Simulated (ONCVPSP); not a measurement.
## Transferability test, ONCV potential for Cl (Z = 17)

Cl (Z = 17), optimised norm-conserving Vanderbilt (ONCV), made with ONCVPSP 4.0.1 (LDA (Perdew-Wang 92), scalar-relativistic). Core [Ne], reference 3s2 3p5. Waves: 3s: rc 1.15 bohr, ncon 4, nbas 7, qcut 7.3 1/bohr, 2 projectors, debl 1 Ha; 3p: rc 1.15 bohr, ncon 5, nbas 8, qcut 8 1/bohr, 1 projector. Local part: polynomial inside 0.75 bohr (lpopt 5, dvloc0 0 Ha). Core correction: polynomial model core, fcfact 0.3.

Energies are relative to the spin-unpolarised reference configuration 3s2 3p5; without spin polarisation the order of configurations can differ from experiment.

```json
{"valence configuration": "3s2 3p4", "charge": "+1", "ΔE all-electron (eV)": "13.969", "error AE − PS (meV)": "+4.4"}
{"valence configuration": "3s2 3p3", "charge": "+2", "ΔE all-electron (eV)": "39.496", "error AE − PS (meV)": "+27"}
{"valence configuration": "3s2 3p2", "charge": "+3", "ΔE all-electron (eV)": "77.891", "error AE − PS (meV)": "+80"}
{"valence configuration": "3s1 3p6", "charge": "0", "ΔE all-electron (eV)": "12.051", "error AE − PS (meV)": "+2.1"}
```

Note: ghosts flagged at negative energy: s at -232.2 eV; no localised positive-energy state flagged. A true bound ghost makes a file unfit for plane-wave use.
